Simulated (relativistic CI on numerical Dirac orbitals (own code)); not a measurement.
**Eu XXVIII: q coefficients and field-shift factors**

Computed by Dirac-Coulomb-Breit CI, orbitals from a KLI potential per configuration, derivatives by finite differences, unscaled Slater integrals, QED left out (own radial code, finite nucleus).

Configurations in the expansion (outside the closed core [Ar] 3d10): 4s²4p⁶, 4s²4p⁵4d, 4s4p⁶4d, 4s²4p⁵4f, 4s4p⁶4f, 4p⁶4d², 4p⁵4d³, 4p⁵4d²4f. Double excitations out of closed p, d and f shells are left out; levels of such configurations are missing from the list, as are those of other unlisted configurations, and high levels can miss mixing partners.

With x = (α/α₀)² − 1 an excitation energy changes as ω = ω₀ + qx; K = 2q/ω₀ is the relative enhancement. Terms are leading LS components, so labels can repeat. The field-shift factor is F = δν/δ⟨r²⟩ for the transition from the lowest level.

Lowest level 4s²4p⁶ ¹S0.

| Level | ω₀ (cm⁻¹) | q (cm⁻¹) | K | F (GHz/fm²) |
| --- | --- | --- | --- | --- |
| 4s²4p⁵4d ³P°0 | 890245 | 23360 | 0.0525 | 4.18 |
| 4s²4p⁵4d ³P°1 | 913221 | 32700 | 0.0716 | 4.23 |
| 4s²4p⁵4d ³F°3 | 937443 | 26260 | 0.056 | 3.67 |
| 4s²4p⁵4d ³D°2 | 945420 | 29550 | 0.0625 | 4.11 |
| 4s²4p⁵4d ³F°4 | 976155 | 86350 | 0.177 | 4.44 |
| 4s²4p⁵4d ¹D°2 | 992387 | 87320 | 0.176 | 4.85 |
| 4s²4p⁵4d ³D°3 | 1028867 | 85660 | 0.167 | 5.38 |
| 4s²4p⁵4d ³D°1 | 1108829 | 139500 | 0.252 | 0.359 |
| 4s²4p⁵4d ³F°2 | 1230396 | 367600 | 0.598 | -19.3 |
| 4s²4p⁵4d ³D°2 | 1298135 | 428500 | 0.66 | -17.5 |
| 4s²4p⁵4d ¹F°3 | 1312639 | 431200 | 0.657 | -18.1 |
| 4s²4p⁵4d ¹P°1 | 1404953 | 312300 | 0.445 | -12.9 |
| 4s4p⁶4d ³D1 | 1867246 | 388300 | 0.416 | -507 |

At this charge energies of transitions that change n are usually good to better than 1 %, and those within a shell (Δn = 0) to a few per cent.
